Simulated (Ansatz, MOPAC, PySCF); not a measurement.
System: tribromo(ethoxy)germane, C2H5Br3GeO, charge 0, multiplicity 1. SMILES: CC[O][Ge]([Br])([Br])[Br]
Geometry: optimised at B3LYP-D3(BJ)/def2-TZVP (Ansatz, a first-principles code).

Wanted: vertical ionisation energy to the doublet, in eV. Set-up: dispersion terms only where a functional's name holds one; frozen cores in correlated levels (noble-gas shells and the d and f shells of earlier blocks); non-relativistic; spin-orbit terms left out; LANL2DZ with its own core potentials from Na on; PM7 with its own dispersion and hydrogen-bond terms; UHF or UKS for open shells; six Cartesian d functions in 6-31G* and its kin unless marked 5d; each state is the SCF solution reached for its charge and spin. First-principles rows: single points at B3LYP-D3(BJ) geometries (Ansatz). Semi-empirical rows: differences of heats of formation at the shared geometry for vertical values.

| level | program | vertical ionisation energy to the doublet (eV) |
|---|---|---|
| PM3 | MOPAC | 10.66 |
| PM7 | MOPAC | 9.82 |
| HF/6-31G* | Ansatz | 9.78 |
| HF/6-31G* with LANL2DZ past Ar | Ansatz | 9.98 |
| PBE/6-31G* | Ansatz | 9.53 |
| PBE/6-31G* with LANL2DZ past Ar | Ansatz | 9.74 |
| B3LYP/STO-3G | Ansatz | 7.34 |
| B3LYP/3-21G | Ansatz | 9.99 |
| B3LYP/6-31G* | Ansatz | 10.11 |
| B3LYP/6-31G* with LANL2DZ past Ar | Ansatz | 10.33 |
| M06-2X/6-31G* with LANL2DZ past Ar (5d) | PySCF | 11.02 |
| MP2/6-31G* | Ansatz | 11.09 |
| MP2/6-31G* with LANL2DZ past Ar | Ansatz | 11.10 |
| PBE/def2-TZVPD | Ansatz | 9.58 |
| B3LYP/def2-TZVPD | Ansatz | 10.15 |

No value to compare with is used here. The 13 habitual levels span 7.34 (B3LYP/STO-3G) to 11.10 eV (MP2/6-31G* with LANL2DZ past Ar); B3LYP/def2-TZVPD gives 10.15.

The levels are drawn from those run, B3LYP/6-31G* more often than the rest, none by its result; left out are runs that failed, that the program found above a lower state of the same kind, or whose <S^2> lies over 0.5 above the pure value.
